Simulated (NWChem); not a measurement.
C$_{5}$H$_{5}$F; SMILES C#CCC(=C)F

```xyz
11

C      0.2836    -2.6146     0.4830
C     -0.0020    -1.5896    -0.0927
C     -0.3521    -0.3550    -0.7891
C     -0.1120     0.8818     0.0242
C     -1.0072     1.8027     0.3655
F      1.1652     1.0075     0.3885
H      0.5386    -3.5223     0.9980
H      0.2468    -0.2846    -1.7155
H     -1.4089    -0.3822    -1.0957
H     -0.7075     2.6764     0.9465
H     -2.0506     1.6924     0.0715
```
Atoms are numbered in this order, from 1.

Results from NWChem. Pople sets run with spherical d functions. Geometry: optimised at PBE0/def2-SVP. Absolute isotropic GIAO shieldings of the H sites, static isolated molecule.

| row | σ, B3LYP/6-31G* (ppm) | σ, B3LYP/6-311G** (ppm) |
|---|---|---|
| H10 | 27.84 | 27.24 |
| H11 | 28.09 | 27.54 |
| H8 | 28.95 | 28.57 |
| H9 | 29.33 | 28.87 |
| H7 | 30.45 | withheld |

### Question
Fit a straight line of the last column on the one before it, predict the withheld value, and compare with the run.

### Answer

1. Means of the 4 shown rows: x = 28.552, y = 28.055. Slope Σ(x − x̄)(y − ȳ)/Σ(x − x̄)² = 1.657/1.484 = 1.117; intercept -3.838.
2. The shown rows scatter about the line by 0.045 (root mean square); the largest residual is +0.07, at H8.
3. At x = 30.45 (H7; beyond the shown range) the line gives 30.17.
4. The run gives 30.04, -0.13 from the line, 2.9 times the scatter.
